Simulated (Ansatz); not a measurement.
Start from `C=CB(S)Cl` and change one atom or group to get `OB(S)Cl`.

Ansatz, PBE0-D4/def2-TZVP geometries, multiplicity 1. Each molecule was computed in one conformer, which needn't be the lowest.

```csv
property,`C=CB(S)Cl`
LUMO energy (PBE0/def2-TZVPP) / eV,-1.86
size of the dipole moment (ωB97M-V/def2-TZVPP) / D,0.64
size of the dipole moment (PBE/def2-TZVPP) / D,0.54
HOMO–LUMO gap (ωB97M-V/def2-TZVPP) / eV,10.21
HOMO–LUMO gap (PBE/def2-TZVPP) / eV,4.03
size of the dipole moment (B3LYP/def2-TZVPP) / D,0.63
```

Problem. Give the same properties after the change, and the shifts. (Estimate.)

Solution. The calculation gave: 
```json
{"property": "LUMO energy (PBE0/def2-TZVPP) / eV", "`OB(S)Cl`": "-0.06", "shift": "1.80"}
{"property": "size of the dipole moment (ωB97M-V/def2-TZVPP) / D", "`OB(S)Cl`": "1.62", "shift": "0.98"}
{"property": "size of the dipole moment (PBE/def2-TZVPP) / D", "`OB(S)Cl`": "1.61", "shift": "1.07"}
{"property": "HOMO–LUMO gap (ωB97M-V/def2-TZVPP) / eV", "`OB(S)Cl`": "12.14", "shift": "1.93"}
{"property": "HOMO–LUMO gap (PBE/def2-TZVPP) / eV", "`OB(S)Cl`": "5.66", "shift": "1.63"}
{"property": "size of the dipole moment (B3LYP/def2-TZVPP) / D", "`OB(S)Cl`": "1.59", "shift": "0.96"}
```

Dipoles are sizes alone; their direction can turn.

B3LYP here is the variant with VWN-RPA as its local correlation; programs differ in this.
